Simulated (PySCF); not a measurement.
Compound: AlBrClF.
SMILES: `[F][Al]([Cl])[Br]`

Computed with PBE0-D3(BJ)/def2-SVP geometry optimisation, gas phase in PySCF 2.14.0.

Masses are those of the commonest isotopes; rigid-rotor values at the optimised geometry. 

**Question.** Give the principal moments of inertia and the rotational constants in MHz.

**Answer.** Ia = 119.38, Ib = 370.88, Ic = 490.26 u·Å²; 505379 MHz·u·Å²/I gives A = 4233, B = 1363, C = 1031 MHz.

**Question.** Classify the top.

**Answer.** An asymmetric top. Ray's parameter κ = (2B − A − C)/(A − C) = -0.793; −1 is the prolate and +1 the oblate limit.

**Question.** Is it planar, by Δ = Ic − Ia − Ib?

**Answer.** Planar: Δ = Ic − Ia − Ib = 0.00 u·Å². For a rigid frame Δ = −2 Σ m c², so it vanishes when all atoms lie in the ab plane; here none is more than 0.01 Å from it.

**Question.** Give the coordinates in the principal-axis frame, origin at the centre of mass.

**Answer.** The sense of each axis is arbitrary; atoms in the order of the calculation.
```
atom  mass (u)   a (Å)   b (Å)  c (Å)
  F1    18.998  -1.017  -2.046  0.000
 Al2    26.982  -0.664  -0.432  0.000
 Cl3    34.969  -2.219   0.940  0.000
 Br4    78.918   1.455   0.224  0.000
```

**Question.** Which types of transition are allowed, and where do some lines up to J = 4 fall?

**Answer.** The dipole components are |μa| = 0.31 D, |μb| = 0.49 D, |μc| = 0.00 D; the mirror of this Cs structure is the ab plane, so μc vanishes by symmetry and there are no c-type lines. The squared components, which scale the intensities, stand as 0.40 : 1.00 (a : b). Some lines, for components of 0.1 D or more:

```tsv
type	branch	J(Ka,Kc)	MHz	lower level (cm⁻¹)
a	Q	1(1,0) ← 1(1,1)	332	0.176
b	Q	1(1,0) ← 1(0,1)	3203	0.080
b	R	1(1,1) ← 0(0,0)	5264	0.000
a	R	3(0,3) ← 2(0,2)	7073	0.239
a	R	3(2,2) ← 2(2,1)	7180	0.645
a	R	3(2,1) ← 2(2,0)	7288	0.646
a	R	4(1,4) ← 3(1,3)	8860	0.547
b	Q	2(2,1) ← 2(1,2)	9608	0.324
a	R	4(2,2) ← 3(2,1)	9814	0.889
b	Q	3(2,2) ← 3(1,3)	10122	0.547
b	Q	4(3,1) ← 4(2,2)	14885	1.216
b	Q	3(3,1) ← 3(2,2)	15199	0.884
b	R	3(2,1) ← 2(1,2)	16922	0.324
b	Q	4(4,0) ← 4(3,1)	21201	1.713
b	R	3(3,0) ← 2(2,1)	22381	0.645
b	R	4(4,1) ← 3(3,0)	30834	1.391
```

**Question.** Estimate the classical rotational partition function at 25 K, 100 K and 298.15 K.

**Answer.** Point group Cs, symmetry number σ = 1; q = (√π/σ)·√((kT/h)³/(ABC)), k/h = 20836.6 MHz/K: 8640 at 25 K, 69100 at 100 K, 356000 at 298.15 K.

No PBE0-D3(BJ)/def2-SVP frequencies stand behind this structure, so it isn't proved a minimum. No vibrational averaging or centrifugal distortion is included, and the geometry carries the error of its method. Quadrupole hyperfine structure (27Al, 35Cl, 79Br) is left out.

On Arm Neoverse V1, one thread, no GPU (shared host), this took 19 s. These figures are those of the optimisation.
